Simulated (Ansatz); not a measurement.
Frontier orbitals of Cl4MoS, SMILES `[S]=[Mo]([Cl])([Cl])([Cl])[Cl]`.

```xyz
6

S    -1.1508    1.6409   -0.5977
Mo   -0.0204    0.0290   -0.0106
Cl   -0.5626   -1.6151   -1.4891
Cl    1.9227    0.2411   -1.1780
Cl    1.1481    0.7802    1.7932
Cl   -1.3370   -1.0761    1.4821
```

Total charge 0; spin multiplicity 1. Correlated methods include outer-core shells of Mo, which these sets cover unevenly. Mo: def2 effective core potential. The structure was optimised at the PBE0-D4/def2-TZVP level. Basis def2-TZVPP, Ansatz 0.2.0.

Wavefunction ionisation energies are left out: the UHF cation lies over 0.3 eV above the hybrids' and is likely on a second state.

```
             functional  HOMO (eV)  LUMO (eV)  gap (eV)
            LDA (SPW92)      -7.50      -5.90      1.60
                    PBE      -7.35      -5.71      1.64
                 B97M-V      -7.78      -5.81      1.97
                   PBE0      -8.65      -5.15      3.50
HSE06 (plane-wave form)      -8.25      -5.51      2.74
                  BHLYP      -9.80      -4.30      5.50
              CAM-B3LYP      -9.93      -4.16      5.77
                ωB97M-V     -10.79      -3.17      7.62
```

From PBE to PBE0 the HOMO moves by −1.30 eV and the LUMO by +0.56 eV, and with ωB97M-V by −3.44 and +2.54 eV, so the gap grows from 1.64 to 7.62 eV with exact exchange.
